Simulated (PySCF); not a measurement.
Cl₂F₂Ge. Atoms are numbered in the order given.

```xyz
5

F      0.0000    -1.3720     1.2880
Ge     0.0000     0.0000     0.2527
F      0.0000     1.3720     1.2880
Cl    -1.7696     0.0000    -0.9197
Cl     1.7696     0.0000    -0.9197
```
Charge 0, spin multiplicity 1.

The structure is a stationary point at B3LYP-D3(BJ)/def2-SVP.

The numbers are results of KT2/pcSseg-1 (PySCF), not measurements.

GIAO shieldings, no solvent; atoms alike by connectivity are averaged. δ = σ(ref) − σ: ¹⁹F against CFCl3 (σ = 127.1 ppm); ⁷³Ge against GeH4 (σ = 1669.3 ppm); ³⁵Cl against HCl (σ = 945.4 ppm), references at their B3LYP-D3(BJ)/def2-TZVP geometries, non-relativistic (without spin–orbit terms, shifts of atoms bonded to Cl or Br come out too high).

| atoms | nucleus | count | δ (ppm) |
|---|---|---|---|
| F1, F3 | ¹⁹F | 2 | -105.2 |
| Ge2 | ⁷³Ge | 1 | 363.3 |
| Cl4, Cl5 | ³⁵Cl | 2 | (withheld) |

Task: Fill in the missing entries. (The exact figures need the calculation; the answer reports its results.)

Result: 
- Cl4, Cl5, δ (ppm): 180.3
